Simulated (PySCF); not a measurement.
# Radial density of Ar(2+) (argon, charge +2)

CAM-B3LYP, [Ne] 3s1 3p4 4s1, high-spin 5P determinant (an excited configuration). Computed with PySCF 2.14 in aug-cc-pV(Q+d)Z with one added diffuse shell each of s, p, d, f, g type (8s7p6d4f3g, 114 functions), with no relativity, point nucleus.

```
r (bohr)  4πr²ρ (e/bohr)  4πr²(ρα − ρβ)
 0.00131         0.07934         0.0004
 0.00221          0.2174         0.0012
 0.00372          0.5825         0.0032
 0.00625           1.505         0.0082
  0.0105           3.651         0.0199
  0.0177           7.987         0.0434
  0.0298           14.70         0.0784
  0.0501           20.39         0.1059
  0.0842           18.78         0.1221
   0.142           14.43         0.3061
   0.238           19.56         0.6839
   0.401           17.08         0.2124
   0.674           5.147         0.6587
    1.13           4.522         2.7794
    1.91           1.840         1.0753
    3.21          0.4750         0.4310
    5.40         0.06708         0.0669
    9.08       2.539e-05         0.0000
```

The outer electron is Rydberg-like, and this basis confines it to a smaller radius and binds it less than a complete one would.
